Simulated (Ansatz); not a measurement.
# Relaxing a trial structure of SSi2Sn+

The starting geometry of this gas-phase doublet was optimised with GFN2-xTB.

```xyz
4

S     1.5692    2.2099   -0.8058
Si   -1.2489    2.2331   -0.4636
Si   -0.1766    2.6738   -2.4182
Sn    2.5003    2.6989   -2.9355
```

Where would you expect an optimisation with B3LYP-D3(BJ)/def2-SVP to take it?

A new bond forms, giving a structure given below by its coordinates. Distances that change by over a tenth: S1–Sn4 (2.38 → 3.05 Å). Contacts that close: S1–Si2 (2.84 → 2.14 Å).

The energy falls by 0.49 eV over 24 steps:

```tsv
step	E − E(last) (eV)
1	0.487
4	0.222
6	0.222
9	0.211
11	0.126
14	0.008
16	0.005
19	0.004
21	0.000
24	0.000
```

Final geometry (Å):

```yaml
atoms:
  - { symbol: S, position_ang: [1.1089, 2.1900, -0.5485] }
  - { symbol: Si, position_ang: [-1.0232, 2.2086, -0.3747] }
  - { symbol: Si, position_ang: [0.0266, 2.6659, -2.5101] }
  - { symbol: Sn, position_ang: [2.5318, 2.7512, -3.1897] }
```

Frequencies at the end are all real (lowest 43 cm⁻¹). Open shells are spin-unrestricted. Atoms past krypton carry core potentials, without spin–orbit terms. Run with Ansatz 0.2.0, 3.1 min on 1 thread of Arm Neoverse V2, on a shared host.
